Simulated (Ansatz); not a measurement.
Mulliken charges of Cl$_{2}$H$_{4}$N$_{2}$Sn, SMILES `[NH2][Sn]([NH2])([Cl])[Cl]` from r2SCAN/def2-TZVPP in Ansatz (PBE0-D4/def2-TZVP geometry).

```tsv
atom	x (Å)	y (Å)	z (Å)	charge (e)
N1	-1.611	0.628	-0.321	-0.536
Sn2	0.306	0.074	-0.346	1.160
N3	0.737	-0.877	1.355	-0.536
Cl4	0.533	-1.174	-2.291	-0.366
Cl5	1.858	1.795	-0.469	-0.366
H6	-1.946	0.926	-1.229	0.162
H7	-1.810	1.358	0.353	0.160
H8	1.732	-0.994	1.497	0.162
H9	0.290	-1.782	1.434	0.160
```

By hand: the dipole of these point charges (1 e Å = 4.8032 D).

Σ q r = (-0.330, -0.087, 0.384) e Å, of length 0.514 e Å = 2.47 D.

How does the dipole of the full density compare? (Estimate.)

Ansatz gave: (-0.252, -0.067, 0.293) e Å, 1.88 D; the point charges give 1.31 times that, at 0° from its direction.

Point charges leave out the atoms' own dipoles, such as those of lone pairs, and Mulliken's split depends on the basis, so the two needn't agree.
